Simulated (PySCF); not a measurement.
C2H7BrSi.
Z-matrix (Å and degrees, PBE0-D3(BJ)/def2-SVP geometry), rows numbered from 1:
```
Si
C   1  1.8944
C   2  1.5095  1  112.86
Br  3  1.9547  2  112.51  1   179.98
H   1  1.4954  2  110.22  3   -59.47
H   1  1.4954  2  110.25  3    60.21
H   1  1.4934  2  109.63  3  -179.60
H   2  1.1025  1  108.20  3   122.45
H   2  1.1025  1  108.24  3  -122.51
H   3  1.0981  2  112.39  1    61.37
H   3  1.0981  2  112.42  1   -61.40
```

IAO charges (e) from the PBE0/pcSseg-1 density (PySCF), one withheld:

| atom | bonded to | charge |
| --- | --- | --- |
| Si1 | C2 H5 H6 H7 | +0.5879 |
| C2 | Si1 C3 H8 H9 | ? |
| C3 | C2 Br4 H10 H11 | -0.2747 |
| Br4 | C3 | -0.0853 |
| H5 | Si1 | -0.1150 |
| H6 | Si1 | -0.1149 |
| H7 | Si1 | -0.1050 |
| H8 | C2 | +0.1580 |
| H9 | C2 | +0.1580 |
| H10 | C3 | +0.1615 |
| H11 | C3 | +0.1614 |

Q: What is the charge on C2?

A: The charges add up to the total charge, 0. The others sum to +0.5319, which leaves -0.5319 e for C2 (sp3 carbon bound to silicon).

Q: Add each hydrogen's charge to the atom that carries it.

A: Si1 +0.2530, C2 -0.2159, C3 +0.0482. Atoms without hydrogen keep their charges.

Q: Across which bond do the charges differ most?

A: Si1–C2: +0.5879 on Si1 against -0.5319 on C2, a difference of 1.1198 e. The lower charge is on the more electronegative element of the two (Pauling values: C 2.55, Si 1.90).

Q: Take the bonds between elements whose Pauling electronegativities differ by more than 0.25. In how many does the more electronegative atom carry the lower charge?

A: In 8 of 9; it doesn't in C3–Br4.

Q: How much positive and how much negative charge does this set hold in all?

A: +1.2268 e on 5 atoms and -1.2268 e on 6.

The IAO scheme projects the occupied orbitals on a minimal set of polarised atomic orbitals and counts the electrons in each atom's part of it. One conformer (not necessarily the lowest) at the PBE0-D3(BJ)/def2-SVP geometry, without solvent, vibrations or thermal averaging. The calculation is non-relativistic, for bromine too.
